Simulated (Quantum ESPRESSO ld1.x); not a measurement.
The numbers below are computed, except where a source is named.
Question: The mean radii <r> (bohr) of the occupied orbitals of an atom or ion are listed with their occupations. Level of theory: non-relativistic Kohn-Sham, HCTH/120, spin-unpolarised, spherical densities, point nucleus (ld1.x of Quantum ESPRESSO 7.5).

orbital  occ.      <r>
1s          2  0.07364
2s          2   0.3451
2p          6   0.3075
3s          2    1.035
3p          5    1.087

Name the element and its charge.

Answer: Z = 21, scandium, charge +4: Sc4+ in [Ne] 3s2 3p5. The 1s radius gives Z: for a bare nucleus <r> = 1.5/Z, 0.07143 bohr for Z = 21, and screening makes it slightly larger (0.07364 here). The occupations add up to 17, and the charge is Z minus that.
